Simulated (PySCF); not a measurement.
Geometries of 2 isomers of H7NSSi2, from PySCF 2.14.0, PBE0-D3(BJ)/def2-SVP geometry optimisation, gas phase. One conformer each, no zero-point energy, no frequencies.

Task: Which is lower in electronic energy at this level?
A.
```xyz
11
angstrom
N     -1.174    0.427   -0.655
Si    -1.070   -0.741    0.609
S      0.811   -0.494    1.618
Si     1.996   -0.142   -0.147
H     -1.187    1.422   -0.466
H     -1.624    0.199   -1.534
H     -2.086   -0.651    1.701
H     -1.188   -2.065   -0.069
H      1.646   -1.105   -1.232
H      3.409   -0.367    0.278
H      1.869    1.255   -0.652
```
B.
```xyz
11
angstrom
Si    -1.587    0.763    0.541
N     -0.336   -0.434    0.749
Si     0.926   -0.894   -0.347
S      2.893   -0.300    0.285
H     -1.528    1.218   -0.878
H     -1.398    1.946    1.439
H     -2.938    0.191    0.833
H     -0.278   -0.857    1.673
H      0.573   -0.287   -1.661
H      1.061   -2.375   -0.450
H      2.619    1.023    0.280
```

Result: A. That is `N[SiH2]S[SiH3]`, 3.5 kcal/mol below the other.

| SMILES | atoms numbered as above | E (Eh) | relative (kcal/mol) | relative (kJ/mol) | dipole (D) |
| --- | --- | --- | --- | --- | --- |
| N[SiH2]S[SiH3] | [NH2:1][SiH2:2][S:3][SiH3:4] | -1035.41621 | 0.0 | 0.0 | 2.75 |
| [SiH3]N[SiH2]S | [SiH3:1][NH:2][SiH2:3][SH:4] | -1035.41057 | 3.5 | 14.8 | 1.33 |

As drawn, the higher has an S–H bond, which the lower lacks.
